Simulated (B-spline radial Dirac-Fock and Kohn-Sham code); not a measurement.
These are calculated numbers from a radial B-spline solver; the model is Dirac-Fock (average of configuration) total-energy differences with a finite nucleus, the Breit interaction including its frequency dependence, and self-energy and vacuum-polarisation corrections. K edges are those of the screened (neutral excited atom) model, which lie within a few eV to tens of eV of tabulated edges.

An X-ray tube with a chromium target emits Kα1 at 5413.8 eV and Kβ1 at 5943.7 eV. K edges of lighter neighbours: K 3609.0 eV, Ca 4043.0 eV, Sc 4491.2 eV, Ti 4966.5 eV, V 5466.0 eV.

Question: Which of these can serve as a Kβ filter, and which fluoresce under Kα1?

Answer: A Kβ filter needs its edge between the two lines: V. Kα1 lies above the K edges of K, Ca, Sc, Ti, which therefore fluoresce.
